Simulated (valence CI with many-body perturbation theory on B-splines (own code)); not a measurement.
## Energy levels of W LXIX

Computed by configuration interaction combined with many-body perturbation theory (CI+MBPT): four valence electrons over a frozen Dirac-Fock core [He], a basis of 11 s, 11 p, 9 d, 7 f, 5 g, 2 h, 1 i functions for each j, with the one-electron correlation potential Σ1 (screened to all orders), the two-electron term Σ2, the three-electron term Σ3, Breit, model QED; selected single and double excitations, second order for the rest (own B-spline code, finite nucleus).

The last digits are not significant, and no measured levels were compared; by estimate large intervals hold to a few tenths of a per cent, small ones and those within an open d or f shell to about a per cent. Among the levels kept, up to 270 cm⁻¹ of a level comes from second order outside the variational space, and about a tenth of that is noise between levels of different J, which matters for small intervals.

Levels 91 to 114 of 114, with energies above the lowest level, (2s^2 2p1/2^2) J=0. "Leading %" is the weight of the configuration and term that name the level; weights of strongly mixed levels are sums over their largest components and can fall short. In the jj column 3d3/2^4 stands for four electrons in 3d with j = 3/2. Lifetimes count E1, E2, E3, M1 and M2 decay at the calculated energies, and are blank where another channel may lead or the interval is too uncertain; long ones can be off by a factor of two.

| No. | Configuration | Term | J | E (eV) | Leading % | g | Lifetime | Leading jj |
| --- | --- | --- | --- | --- | --- | --- | --- | --- |
| 91 | 2s.2p2.3d | 3G | 4 | 12702 | 34 | 1.131 | 37.8 fs | 2s 2p1/2 2p3/2 3d3/2 (97 %) |
| 92 | 2s.2p2.3d | 3D | 3 | 12711 | 32 | 1.238 | 618 as | 2s 2p1/2 2p3/2 3d3/2 (98 %) |
| 93 | 2s.2p2.3p | 3P° | 0 | 12714 | 79 |  | 45.0 fs | 2s 2p1/2 2p3/2 3p3/2 (100 %) |
| 94 | 2s.2p2.3p | 1D° | 2 | 12717 | 42 | 1.088 | 4.21 fs | 2s 2p1/2 2p3/2 3p3/2 (99 %) |
| 95 | 2s.2p2.3p | 3P° | 1 | 12718 | 32 | 1.368 | 3.89 fs | 2s 2p1/2 2p3/2 3p3/2 (99 %) |
| 96 | 2s.2p2.3d | 3D | 2 | 12719 | 34 | 1.309 | 546 as | 2s 2p1/2 2p3/2 3d3/2 (99 %) |
| 97 | 2s.2p2.3p | 3P° | 1 | 12725 | 50 | 1.186 | 22.9 fs | 2s 2p1/2 2p3/2 3p3/2 (99 %) |
| 98 | 2s.2p2.3d | 3P | 1 | 12729 | 33 | 1.756 | 534 as | 2s 2p1/2 2p3/2 3d3/2 (98 %) |
| 99 | 2s.2p2.3d | 5D | 4 | 12762 | 45 | 1.367 | 23.8 fs | 2s 2p1/2 2p3/2 3d5/2 (99 %) |
| 100 | 2s.2p2.3d | 3F | 2 | 12767 | 69 | 0.867 | 4.22 fs | 2s 2p1/2 2p3/2 3d3/2 (85 %) |
| 101 | 2s.2p2.3d | 3G | 3 | 12775 | 49 | 0.885 | 8.30 fs | 2s 2p1/2 2p3/2 3d3/2 (99 %) |
| 102 | 2s.2p2.3d | 3D | 1 | 12775 | 28 | 0.737 | 1.77 fs | 2s 2p1/2 2p3/2 3d3/2 (87 %) |
| 103 | 2s.2p2.3d | 3P | 2 | 12789 | 36 | 1.243 | 942 as | 2s 2p1/2 2p3/2 3d5/2 (80 %) |
| 104 | 2s.2p2.3d | 3F | 3 | 12793 | 43 | 1.289 | 473 as | 2s 2p1/2 2p3/2 3d5/2 (97 %) |
| 105 | 2s.2p2.3d | 3D | 1 | 12796 | 59 | 0.888 | 651 as | 2s 2p1/2 2p3/2 3d3/2 (87 %) |
| 106 | 2s.2p2.3d | 3F | 2 | 12801 | 30 | 1.039 | 469 as | 2s 2p1/2 2p3/2 3d3/2 (88 %) |
| 107 | 2s.2p2.3d | 3G | 5 | 12802 | 63 | 1.246 | 6.48 ps | 2s 2p1/2 2p3/2 3d5/2 (100 %) |
| 108 | 2s.2p2.3d | 3P | 0 | 12809 | 83 |  | 421 as | 2s 2p1/2 2p3/2 3d3/2 (98 %) |
| 109 | 2s.2p2.3d | 3D | 1 | 12816 | 57 | 0.928 | 555 as | 2s 2p1/2 2p3/2 3d5/2 (80 %) |
| 110 | 2s.2p2.3d | 3D | 3 | 12828 | 59 | 1.250 | 671 as | 2s 2p1/2 2p3/2 3d5/2 (99 %) |
| 111 | 2s.2p2.3d | 3F | 4 | 12832 | 58 | 1.200 | 511 as | 2s 2p1/2 2p3/2 3d5/2 (98 %) |
| 112 | 2s.2p2.3d | 1D | 2 | 12839 | 42 | 1.124 | 721 as | 2s 2p1/2 2p3/2 3d5/2 (93 %) |
| 113 | 2s.2p2.3d | 1P | 1 | 12851 | 49 | 1.018 | 653 as | 2s 2p1/2 2p3/2 3d5/2 (93 %) |
| 114 | 2s.2p2.3d | 3P | 0 | 12858 | 50 |  | 629 as | 2s 2p1/2 2p3/2 3d5/2 (97 %) |
